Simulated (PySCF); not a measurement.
Species: C4H8OSe.
Cartesian coordinates in Å at the GFN2-xTB level; atoms count from 1:
```
atom  x, y, z in Å
C1     3.2343   -0.0654    0.5836
C2     2.0634    0.2856    0.0802
Se3    0.4138    0.1574    1.0128
C4    -0.6800    0.9519   -0.4911
O5    -1.9782    1.2079   -0.1431
C6    -2.7630    0.0530    0.0423
H7     4.1405    0.0316    0.0095
H8     3.3297   -0.4585    1.5816
H9     1.9566    0.6827   -0.9206
H10   -0.2064    1.9056   -0.7340
H11   -0.5911    0.2448   -1.3301
H12   -2.8050   -0.5464   -0.8742
H13   -2.3543   -0.5635    0.8532
H14   -3.7611    0.3929    0.3079
```

Vertical excitations from PySCF (density fitting, frozen core in the response, grid level 2 and gas phase unless stated; continuum runs use non-equilibrium linear response for the excitations) on a GFN2-xTB geometry. Reference run:

```
                              settings    S1, eV (f)    S2, eV (f)    S3, eV (f)    S4, eV (f)    S5, eV (f)    S6, eV (f)  T1, eV (Tamm–Dancoff)  mean α (au)
PBE0/def2-SVPD, full TDDFT, 6 singlets  4.31 (0.000)  5.17 (0.196)  5.58 (0.018)  5.63 (0.002)  6.30 (0.035)  6.43 (0.097)                   3.69         87.1
```

Problem. What do these settings give: (1) B97-2/def2-SVPD, energy threshold 1e-11 Eh, fitting basis def2-universal-jkfit, full TDDFT, 3 singlets; (2) X3LYP/cc-pVDZ, full TDDFT, 6 singlets?

Solution. 
```
                                                                                              settings    S1, eV (f)    S2, eV (f)    S3, eV (f)    S4, eV (f)    S5, eV (f)    S6, eV (f)  T1, eV (Tamm–Dancoff)  mean α (au)
B97-2/def2-SVPD, energy threshold 1e-11 Eh, fitting basis def2-universal-jkfit, full TDDFT, 3 singlets  4.31 (0.000)  5.13 (0.192)  5.54 (0.016)             –             –             –                   3.83         87.0
                                                                 X3LYP/cc-pVDZ, full TDDFT, 6 singlets  4.40 (0.001)  5.39 (0.203)  6.08 (0.001)  6.39 (0.000)  6.50 (0.148)  6.63 (0.000)                      –         73.1
```

(1) S1 stays within 0.01 eV (B97-2 has 21 % exact exchange, PBE0 25 % exact exchange). (2) S1 moves by +0.09 eV; functional and basis change together, so the shift can't be laid on one. States are counted by energy in each run and needn't keep their character from row to row.

Problem. Give the leading configurations of S1 (H = HOMO, L = LUMO) and the HOMO–LUMO gap of each run.

Solution. 
```csv
settings,S1 configurations (weight),S1 (eV),orbital gap (eV),S1 − gap (eV)
"PBE0/def2-SVPD, full TDDFT, 6 singlets",H→L 0.97,4.31,5.80,-1.49
"B97-2/def2-SVPD, energy threshold 1e-11 Eh, fitting basis def2-universal-jkfit, full TDDFT, 3 singlets",H→L 0.98,4.31,5.56,-1.25
"X3LYP/cc-pVDZ, full TDDFT, 6 singlets",H→L 0.99,4.40,5.72,-1.32
```

 The PBE0/def2-SVPD calculation is non-relativistic and has no spin–orbit coupling, an omission that weighs most on selenium.

One conformer stands for the species.
